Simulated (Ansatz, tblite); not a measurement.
Removing an electron: K₄H₅⁻. Charge -1, multiplicity 1. Geometry: PBE0-D4/def2-SVPD. Ansatz, gas phase; energy differences of separate SCF runs; the oxidised species was run as a doublet alone.

```xyz
9

K     0.9687    2.2328    1.0741
K    -2.2995    0.3817    1.2959
K     2.2919   -0.3771   -1.2938
K    -0.9626   -2.2424   -1.0690
H    -1.2914    2.5465    2.2952
H     1.2938   -2.5425   -2.3011
H    -0.0029   -0.0043    0.0046
H     3.1695    1.8092   -0.2203
H    -3.1675   -1.8040    0.2144
```

The xTB rows come from tblite. The structure comes from a short search, and lower isomers may exist.

```csv
level,−HOMO (eV),vertical IE (eV),−LUMO (eV),HOMO–LUMO gap (eV)
GFN1-xTB,9.51,10.94,7.30,2.21
GFN2-xTB,5.94,7.38,3.88,2.07
PBE-D4/def2-TZVPD,0.52,2.37,-1.81,2.34
r2SCAN-D4/def2-TZVPD,0.65,2.36,-2.24,2.90
PBE0-D4/def2-TZVPD,1.48,2.82,-2.16,3.64
```

 Raw xTB energy differences between charge states are shifted by several eV; the methods need an empirical correction for them.
